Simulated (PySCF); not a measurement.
FH₆PSi₂.
SMILES with atom numbers: `[F:1][Si@@H:2]([SiH3:3])[PH2:4]` (hydrogens: H5 on Si2; H6, H7, H8 on Si3; H9, H10 on P4)

Structure used (GFN2-xTB), in Å, numbered top down from 1:
```xyz
10
FH6PSi2 angstrom
F      0.6742    2.0542   -0.6753
Si     0.4044    0.8105    0.3306
Si    -1.5681   -0.2039   -0.3683
P      2.3208   -0.3603    0.2939
H      0.3853    1.4948    1.6261
H     -1.3113   -1.5296   -0.9446
H     -2.4809   -0.3941    0.7622
H     -2.2685    0.5830   -1.3840
H      1.8509   -1.3331    1.1591
H      2.0020   -1.1167   -0.8222
```

The closed-shell SCF was solved with PySCF and density fitting under several settings on one GFN2-xTB geometry (grid level 2 and gas phase unless stated).

| settings | basis functions | SCF cycles | E (Eh) | HOMO (eV) | LUMO (eV) | dipole (D) |
| --- | --- | --- | --- | --- | --- | --- |
| PBE0/pcSseg-1 | 119 | 12 | -1023.3140 | -7.62 | -0.98 | 2.32 |
| PBE0/def2-SVPD | 143 | 11 | -1023.0051 | -7.59 | -1.01 | 2.03 |
| PBE0/cc-pVTZ | 216 | 12 | -1023.4409 | -7.56 | -0.96 | 1.88 |
| OPBE/def2-SVPD | 143 | 14 | -1023.3122 | -6.53 | -1.70 | 1.93 |

**Question.** Estimate the row for these settings: B97-2/pcSseg-1.

**Answer.** 
| settings | basis functions | SCF cycles | E (Eh) | HOMO (eV) | LUMO (eV) | dipole (D) |
| --- | --- | --- | --- | --- | --- | --- |
| B97-2/pcSseg-1 | 119 | 12 | -1023.8062 | -7.40 | -0.97 | 2.29 |

**Question.** Over all rows, what range does the HOMO–LUMO gap span?

**Answer.** From 4.83 eV (OPBE/def2-SVPD) to 6.64 eV (PBE0/pcSseg-1). The functional of the narrowest has no exact exchange, that of the widest 25 % exact exchange.

**Question.** And the dipole moment?

**Answer.** From 1.88 D (PBE0/cc-pVTZ) to 2.32 D (PBE0/pcSseg-1); the largest is 1.23 times the smallest, and the median is 2.03 D.

**Question.** Compare two rows with the functional PBE0: PBE0/pcSseg-1 and PBE0/def2-SVPD. Which energy is lower, and by how much?

**Answer.** PBE0/pcSseg-1 (119 functions) lies 0.3089 Eh or 194 kcal/mol below PBE0/def2-SVPD (143 functions). The smaller set gives the lower energy; the two sets aren't nested, so the variational bound doesn't order them by size.

Whole jobs, the steps after the SCF included, on an Arm Neoverse V2 with one thread (shared host):

```csv
settings,work after the SCF,wall time,peak memory
PBE0/pcSseg-1,"shieldings, charges and field gradients",7.8 s,0.57 GiB
PBE0/def2-SVPD,"6 singlets by full TDDFT, 2 Tamm–Dancoff triplets, polarisability",9.1 s,0.62 GiB
PBE0/cc-pVTZ,"25 singlets by full TDDFT, 5 Tamm–Dancoff triplets, polarisability",29 s,0.78 GiB
OPBE/def2-SVPD,"12 singlets by full TDDFT, 5 Tamm–Dancoff triplets, polarisability",14 s,0.49 GiB
B97-2/pcSseg-1,"shieldings, charges and field gradients",7.6 s,0.58 GiB
```

Cycle counts include a coarse-grid stage where the run had one.

One conformer stands for the species.
